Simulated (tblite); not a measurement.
Question: Give a GFN2-xTB geometry of `C[Si@]1(CN[SiH3])CO[SiH2]O1`.

Answer: 
Z-matrix in Å and degrees, rows numbered from 1:
```
C 
Si  1  1.8944
C   2  1.9083  1  114.84
N   3  1.4488  2  110.03  1   175.93
Si  4  1.7141  3  123.67  2   157.22
C   2  1.9306  1  114.64  3  -130.57
O   6  1.4192  2  107.15  1  -115.05
Si  7  1.6215  6  118.50  2    -2.89
O   2  1.6362  1  110.72  3   122.15
H   1  1.0846  2  110.87  3    57.79
H   1  1.0853  2  111.77  3   178.49
H   1  1.0852  2  110.50  3   -61.57
H   3  1.0989  2  110.34  1    52.48
H   3  1.0906  2  110.76  1   -64.85
H   4  1.0080  3  111.20  2   -51.25
H   5  1.4744  4  115.52  3    63.23
H   5  1.4668  4  106.05  3   -55.98
H   5  1.4609  4  104.61  3  -175.97
H   6  1.0932  2  112.62  1   126.80
H   6  1.0932  2  114.03  1     3.72
H   8  1.4519  7  110.83  6   116.20
H   8  1.4544  7  111.65  6  -110.30
```

N4 (silicon-bound nitrogen) has angles 123.7°, 118.8° and 111.2°, sum 353.7°, 0.20 Å off the plane of its three neighbours. The 5-membered ring Si2–C6–O7–Si8–O9 has internal angles of 96.0° to 118.5° (sum 540°, against 540° for a flat polygon); it is almost planar, 0.01 Å rms from its mean plane, widest ring torsion 3°. The C–Si distances run from 1.894 Å (C1–Si2, drawn single) to 1.931 Å (Si2–C6, drawn single), a spread of 0.037 Å. Si8 (oxygen-bound silicon) is distorted tetrahedral (angles from 101.6° to 117.8°).

Structure optimised with GFN2-xTB, isolated species.

Point group: C1 (no symmetry element, even within 0.4 Å). Its GFN2-xTB frequencies are all real (lowest 34 cm⁻¹). One conformer, not necessarily the lowest (C1–Si2–C3–N4 176°, Si2–C3–N4–Si5 157°).

These are computed values.
